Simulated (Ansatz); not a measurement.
C2H3BClF, SMILES `FB1CC1Cl` at its PBE0-D4/def2-TZVP geometry, where that method's forces vanish. Charge 0, multiplicity 1.

```json
{"atom": "F1", "x (Å)": "-0.432", "y (Å)": "1.401", "z (Å)": "-1.796"}
{"atom": "B2", "x (Å)": "-0.307", "y (Å)": "0.590", "z (Å)": "-0.783"}
{"atom": "C3", "x (Å)": "-0.341", "y (Å)": "0.379", "z (Å)": "0.714"}
{"atom": "C4", "x (Å)": "0.249", "y (Å)": "-0.717", "z (Å)": "-0.245"}
{"atom": "Cl5", "x (Å)": "1.985", "y (Å)": "-1.002", "z (Å)": "-0.233"}
{"atom": "H6", "x (Å)": "-1.216", "y (Å)": "0.059", "z (Å)": "1.271"}
{"atom": "H7", "x (Å)": "0.366", "y (Å)": "0.938", "z (Å)": "1.325"}
{"atom": "H8", "x (Å)": "-0.305", "y (Å)": "-1.649", "z (Å)": "-0.253"}
```

Task: For each bond, give half the difference of the two atoms' forces along it (eV/Å; positive pushes the atoms apart) under PBE-D4, r2SCAN-D4, B3LYP-D4, ωB97M-V in def2-TZVPP. (An estimate is asked.)

Result: The calculation gave: 
```
  bond  length (Å)  PBE-D4  r2SCAN-D4  B3LYP-D4  ωB97M-V
 F1–B2       1.304    0.48       0.20      0.21     0.20
 B2–C3       1.512   -0.09      -0.04      0.01     0.03
 B2–C4       1.519   -0.13      -0.12     -0.11    -0.03
 C3–C4       1.571    0.13       0.14      0.17     0.18
 C3–H6       1.086    0.08      -0.05     -0.10    -0.11
 C3–H7       1.089    0.09      -0.04     -0.10    -0.11
C4–Cl5       1.760    0.22       0.24      0.36     0.13
 C4–H8       1.084    0.08      -0.10     -0.18    -0.17
```

B3LYP here is the variant with VWN-RPA as its local correlation; programs differ in this.

Computed with Ansatz.
